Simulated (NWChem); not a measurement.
System: CH$_{2}$NO, doublet; SMILES N[C]=O

The following NWChem deck was run.

```
start job
memory heap 200 mb stack 900 mb global 1100 mb
geometry units angstroms noautosym nocenter noautoz
  N      0.095771     1.084854     0.000000
  C     -0.401686    -0.153523     0.000000
  O      0.151452    -1.208490     0.000000
  H      1.101305     1.250946     0.000000
  H     -0.523918     1.881805     0.000000
end
basis spherical
  N library aug-cc-pvtz-j
  C library aug-cc-pvtz-j
  O library aug-cc-pvtz-j
  H library aug-cc-pvtz-j
end
dft
  odft
  mult 2
  xc xcamb88 1.00 lyp 0.81 vwn_5 0.19 hfexch 1.00
  cam 0.33 cam_alpha 0.19 cam_beta 0.46
  iterations 150
  semidirect filesize 400000000
end
property
  hyperfine
end
task dft property
```

Excerpt of the output:

```
             Northwest Computational Chemistry Package (NWChem) 7.3.0
             --------------------------------------------------------

                             Geometry "geometry" -> ""
                             -------------------------

 Output coordinates in angstroms (scale by  1.889725989 to convert to a.u.)

  No.       Tag          Charge          X              Y              Z
 ---- ---------------- ---------- -------------- -------------- --------------
    1 N                    7.0000     0.09577100     1.08485400     0.00000000
    2 C                    6.0000    -0.40168600    -0.15352300     0.00000000
    3 O                    8.0000     0.15145200    -1.20849000     0.00000000
    4 H                    1.0000     1.10130500     1.25094600     0.00000000
    5 H                    1.0000    -0.52391800     1.88180500     0.00000000

 Effective nuclear repulsion energy (a.u.)      64.5475880006

                              NWChem Property Module
                              ----------------------

  itol2e modified to match energy
  convergence criterion.

                                 NWChem DFT Module
                                 -----------------

 Summary of "ao basis" -> "ao basis" (spherical)
 ------------------------------------------------------------------------------
       Tag                 Description            Shells   Functions and Types
 ---------------- ------------------------------  ------  ---------------------
 N                       aug-cc-pvtz-j              18       46   9s5p3d1f
 C                       aug-cc-pvtz-j              18       46   9s5p3d1f
 O                       aug-cc-pvtz-j              18       46   9s5p3d1f
 H                       aug-cc-pvtz-j              10       20   6s3p1d

  itol2e modified to match energy
  convergence criterion.

            General Information
            -------------------
          SCF calculation type: DFT
          Wavefunction type:  spin polarized.
          No. of atoms     :     5
          No. of electrons :    23
           Alpha electrons :    12
            Beta electrons :    11
          Charge           :     0
          Spin multiplicity:     2
          Use of symmetry is: off; symmetry adaption is: off
          Maximum number of iterations: 150
          AO basis - number of functions:   178
                     number of shells:    74
          Convergence on energy requested:  1.00D-07
          Convergence on density requested:  1.00D-05
          Convergence on gradient requested:  5.00D-04

              XC Information
              --------------
                     Hartree-Fock (Exact) Exchange  1.000
                   CAM-Becke88 Exchange Functional  1.000
                      VWN V Correlation Functional  0.190 local
              Lee-Yang-Parr Correlation Functional  0.810

           Range-Separation Parameters
           ---------------------------
           Alpha           :  0.19
           Beta            :  0.46
           Gamma           :  0.33
           Short-Range HF  :     F

             Grid Information
             ----------------
          Grid used for XC integration:  fine
          Radial quadrature: Mura-Knowles
          Angular quadrature: Lebedev.
          Tag              B.-S. Rad. Rad. Pts. Rad. Cut. Ang. Pts.
          ---              ---------- --------- --------- ---------
          N                   0.65       70          11.0       590
          C                   0.70       70          13.0       590
          O                   0.60       70          14.0       590
          H                   0.35       60          13.0       590
          Grid pruning is: on
          Number of quadrature shells:   330
          Spatial weights used:  Erf1

      Superposition of Atomic Density Guess
      -------------------------------------

 Sum of atomic energies:        -167.76298901

      Non-variational initial energy
      ------------------------------

 Total energy =    -169.036320
 1-e energy   =    -355.647390
 2-e energy   =     122.063482
 HOMO         =      -0.142871
 LUMO         =       0.025947

   convergence    iter        energy       DeltaE   RMS-Dens  Diis-err
 ---------------- ----- ----------------- --------- --------- ---------
 d= 0,ls=0.0,diis     1   -169.1455730612 -2.34D+02  3.43D-03  6.06D-01
                                                     3.29D-03  5.93D-01
 d= 0,ls=0.0,diis     2   -169.0567906943  8.88D-02  2.49D-03  5.45D-01
                                                     2.64D-03  5.19D-01
 d= 0,ls=0.0,diis     3   -169.2009643009 -1.44D-01  8.32D-04  1.35D-01
                                                     9.00D-04  1.37D-01
 d= 0,ls=0.0,diis     4   -169.2450854721 -4.41D-02  2.54D-04  1.94D-03
                                                     1.44D-04  1.44D-03
 d= 0,ls=0.0,diis     5   -169.2457213646 -6.36D-04  7.09D-05  2.79D-04
                                                     6.42D-05  3.61D-04
  Resetting Diis
 d= 0,ls=0.0,diis     6   -169.2458675392 -1.46D-04  3.62D-05  2.97D-05
                                                     2.17D-05  2.21D-05
 d= 0,ls=0.0,diis     7   -169.2458856593 -1.81D-05  2.09D-05  4.79D-06
                                                     8.62D-06  2.75D-06
 d= 0,ls=0.0,diis     8   -169.2458876577 -2.00D-06  4.99D-06  3.52D-06
                                                     7.01D-06  4.99D-06
 d= 0,ls=0.0,diis     9   -169.2458891980 -1.54D-06  4.49D-06  6.82D-07
                                                     2.80D-06  3.40D-07
 d= 0,ls=0.0,diis    10   -169.2458895806 -3.83D-07  4.17D-06  8.31D-08
                                                     3.59D-06  1.69D-07
 d= 0,ls=0.0,diis    11   -169.2458897557 -1.75D-07  6.44D-07  2.29D-08
                                                     4.37D-07  9.21D-09
 d= 0,ls=0.0,diis    12   -169.2458897681 -1.23D-08  7.59D-07  5.02D-09
                                                     5.51D-07  1.87D-09

         Total DFT energy =     -169.245889768056
      One electron energy =     -357.644621547052
           Coulomb energy =      145.408384513559
    Exchange-Corr. energy =      -21.557240735133
 Nuclear repulsion energy =       64.547588000571

 Numeric. integr. density =       22.999999920672

                    DFT Final Alpha Molecular Orbital Analysis
                    ------------------------------------------

 Vector   10  Occ=1.000000D+00  E=-4.780184D-01
              MO Center= -1.2D-01, -6.6D-01,  1.0D-11, r^2= 1.6D+00
   Bfn.  Coefficient  Atom+Function         Bfn.  Coefficient  Atom+Function
  ----- ------------  ---------------      ----- ------------  ---------------
   103      0.475361  3 O  py                56      0.387033  2 C  px
   102      0.361858  3 O  px               112      0.177509  3 O  py
   159      0.156813  5 H  s                111      0.153189  3 O  px
    10     -0.149997  1 N  px               139     -0.127113  4 H  s
    11      0.116659  1 N  py                65      0.093082  2 C  px

 Vector   11  Occ=1.000000D+00  E=-3.763522D-01
              MO Center=  9.9D-02,  2.7D-01,  7.4D-11, r^2= 2.0D+00
   Bfn.  Coefficient  Atom+Function         Bfn.  Coefficient  Atom+Function
  ----- ------------  ---------------      ----- ------------  ---------------
    12      0.567381  1 N  pz               104     -0.463151  3 O  pz
    21      0.272732  1 N  pz               113     -0.198478  3 O  pz
    24      0.049167  1 N  pz                77      0.045979  2 C  d -1
   116     -0.033480  3 O  pz                72      0.025585  2 C  d -1

 Vector   12  Occ=1.000000D+00  E=-2.821057D-01
              MO Center= -3.7D-01, -3.3D-01,  2.0D-11, r^2= 1.8D+00
   Bfn.  Coefficient  Atom+Function         Bfn.  Coefficient  Atom+Function
  ----- ------------  ---------------      ----- ------------  ---------------
    56      0.488391  2 C  px               102     -0.479057  3 O  px
    54     -0.316755  2 C  s                111     -0.231360  3 O  px
    53     -0.224052  2 C  s                 65      0.214795  2 C  px
    11     -0.177174  1 N  py                 8      0.160580  1 N  s
     7      0.150844  1 N  s                 55     -0.133220  2 C  s

 Vector   13  Occ=0.000000D+00  E= 7.704377D-04
              MO Center=  2.6D-01,  2.5D+00,  2.8D-10, r^2= 1.2D+01
   Bfn.  Coefficient  Atom+Function         Bfn.  Coefficient  Atom+Function
  ----- ------------  ---------------      ----- ------------  ---------------
    55      3.391076  2 C  s                  9     -1.368281  1 N  s
   164     -1.342922  5 H  s                144     -1.072726  4 H  s
   101     -0.799826  3 O  s                 54      0.794431  2 C  s
    23      0.785946  1 N  py                69      0.603224  2 C  py
    22      0.384703  1 N  px               163     -0.303446  5 H  s

[...]

          ----------------------
          Hyperfine Interactions
          ----------------------

 Total Spin Density (Fermi Contact Term)
 ------------------ --------------------
     Atom            x         y         z       Density (a.u.)      Aiso(MHz)     Aiso(Gauss)
     1  14-N      0.18098   2.05008   0.00000       0.259251         83.765282      29.889485
     2  13-C     -0.75908  -0.29012   0.00000       0.398575        448.074891     159.883993
     3  17-O      0.28620  -2.28371   0.00000       0.084131        -51.000000     -18.198037
     4   1-H      2.08116   2.36395   0.00000       0.020015         89.466303      31.923748
     5   1-H     -0.99006   3.55610   0.00000      -0.000221         -0.986134      -0.351876

           -------------------------------------------
           Anisotropic Interaction (Spin-Dipolar Term)
           -------------------------------------------

 ------------------------------------------------------------
     Atom            x         y         z
 ------------------------------------------------------------
     1  14-N      0.18098   2.05008   0.00000

   Spin-Dipolar term (a.u.)
        xx             yy             zz             xy             xz             yz
 ------------------------------------------------------------------------------------------
      -0.039546       0.157710      -0.118164       0.101312       0.000000      -0.000000

   Principal Comp. of -hf- tensor (au)            Anisotropic -hfcc- (MHz)               Anisotropic -hfcc- (Gauss)
 --------------------------------------------------------------------------------------------------------------------------
     -0.082310     0.200474    -0.118164      -3.174495     7.731817    -4.557323      -1.132737     2.758900    -1.626163

   Orientation of the principal axis of Hyperfine Tensor w.r.t absolute (molecular) frame
 --------------------------------------------------------------------------------------------------------------------------
      0.921291     0.388875    -0.000000
     -0.388875     0.921291     0.000000
      0.000000    -0.000000     1.000000

 ------------------------------------------------------------
     Atom            x         y         z
 ------------------------------------------------------------
     2  13-C     -0.75908  -0.29012   0.00000

   Spin-Dipolar term (a.u.)
        xx             yy             zz             xy             xz             yz
 ------------------------------------------------------------------------------------------
       0.671229      -0.352828      -0.318401      -0.058915       0.000000      -0.000000

   Principal Comp. of -hf- tensor (au)            Anisotropic -hfcc- (MHz)               Anisotropic -hfcc- (Gauss)
 --------------------------------------------------------------------------------------------------------------------------
      0.674607    -0.356206    -0.318401      90.525804   -47.799459   -42.726344      32.301803   -17.056007   -15.245796

   Orientation of the principal axis of Hyperfine Tensor w.r.t absolute (molecular) frame
 --------------------------------------------------------------------------------------------------------------------------
      0.998360     0.057248    -0.000000
     -0.057248     0.998360    -0.000000
      0.000000     0.000000     1.000000

 ------------------------------------------------------------
     Atom            x         y         z
 ------------------------------------------------------------
     3  17-O      0.28620  -2.28371   0.00000

   Spin-Dipolar term (a.u.)
        xx             yy             zz             xy             xz             yz
 ------------------------------------------------------------------------------------------
       1.364224      -0.611173      -0.753051       0.424316       0.000000       0.000000

   Principal Comp. of -hf- tensor (au)            Anisotropic -hfcc- (MHz)               Anisotropic -hfcc- (Gauss)
 --------------------------------------------------------------------------------------------------------------------------
      1.451511    -0.698460    -0.753051    -105.030295    50.540065    54.490230     -37.477358    18.033921    19.443436

   Orientation of the principal axis of Hyperfine Tensor w.r.t absolute (molecular) frame
 --------------------------------------------------------------------------------------------------------------------------
      0.979490    -0.201492    -0.000000
      0.201492     0.979490     0.000000
      0.000000    -0.000000     1.000000

 ------------------------------------------------------------
     Atom            x         y         z
 ------------------------------------------------------------
     4   1-H      2.08116   2.36395   0.00000

   Spin-Dipolar term (a.u.)
        xx             yy             zz             xy             xz             yz
 ------------------------------------------------------------------------------------------
       0.007822       0.004606      -0.012428       0.009060      -0.000000       0.000000

   Principal Comp. of -hf- tensor (au)            Anisotropic -hfcc- (MHz)               Anisotropic -hfcc- (Gauss)
 --------------------------------------------------------------------------------------------------------------------------
      0.015416    -0.002987    -0.012428       8.225007    -1.593916    -6.631091       2.934882    -0.568748    -2.366134

   Orientation of the principal axis of Hyperfine Tensor w.r.t absolute (molecular) frame
 --------------------------------------------------------------------------------------------------------------------------
      0.766417    -0.642343     0.000000
      0.642343     0.766417    -0.000000
     -0.000000     0.000000     1.000000

 ------------------------------------------------------------
     Atom            x         y         z
 ------------------------------------------------------------
     5   1-H     -0.99006   3.55610   0.00000

   Spin-Dipolar term (a.u.)
        xx             yy             zz             xy             xz             yz
 ------------------------------------------------------------------------------------------
      -0.012037       0.029592      -0.017555      -0.002115      -0.000000      -0.000000

   Principal Comp. of -hf- tensor (au)            Anisotropic -hfcc- (MHz)               Anisotropic -hfcc- (Gauss)
 --------------------------------------------------------------------------------------------------------------------------
     -0.012144     0.029699    -0.017555      -6.479326    15.845885    -9.366559      -2.311981     5.654196    -3.342215

   Orientation of the principal axis of Hyperfine Tensor w.r.t absolute (molecular) frame
 --------------------------------------------------------------------------------------------------------------------------
      0.998719    -0.050608     0.000000
      0.050608     0.998719     0.000000
     -0.000000    -0.000000     1.000000
```

Level: CAM-B3LYP/aug-cc-pVTZ-J, spin-unrestricted, contact and dipolar terms. In the optimisation the excess spin sits in a' (Cs, its own frame). The geometry was optimised at PBE0/def2-SVP, spin-unrestricted. No stability test was run on the SCF state.
